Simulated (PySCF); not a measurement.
Species: C5H10SSi.
InChI=1S/C5H10SSi/c1-4-2-5(3-4)6-7/h2,4H,3H2,1,7H3/t4-/m1/s1

Torsions of this conformer, `[CH3:1][C@@H:2]1[CH:3]=[C:4]([S:5][SiH3:6])[CH2:7]1`: C3–C4–S5–Si6 -3°.

The closed-shell ground state was solved at several levels (PySCF, density fitting, gas phase, non-relativistic). One conformer (not necessarily the lowest) at the GFN2-xTB geometry, without solvent, vibrations or thermal averaging.

| level | basis functions | HOMO (eV) | LUMO (eV) | gap (eV) | dipole (D) |
| --- | --- | --- | --- | --- | --- |
| PBE0/pcSseg-1 | 183 | -6.32 | 0.16 | 6.48 | 1.38 |
| PBE0/def2-SVPD | 231 | -6.33 | -0.01 | 6.32 | 1.28 |

Question: What might CAM-B3LYP/def2-SVPD (231 basis functions) give for the same quantities?

Answer: HOMO -7.54 eV, LUMO 0.84 eV, gap 8.38 eV, dipole 1.29 D.

Question: Over all these levels, which gives the widest orbital gap and which the narrowest?

Answer: CAM-B3LYP/def2-SVPD (range-separated hybrid) has the widest, 8.38 eV, and PBE0/def2-SVPD (global hybrid, 25 % exact exchange) the narrowest, 6.32 eV. The two share the basis. From the narrowest to the widest the HOMO moves by -1.21 eV and the LUMO by +0.85 eV.

Question: How far do the dipole and the HOMO energy spread over the levels?

Answer: The dipole runs from 1.28 to 1.38 D (mean 1.32 D) and the HOMO from -7.54 to -6.32 eV.
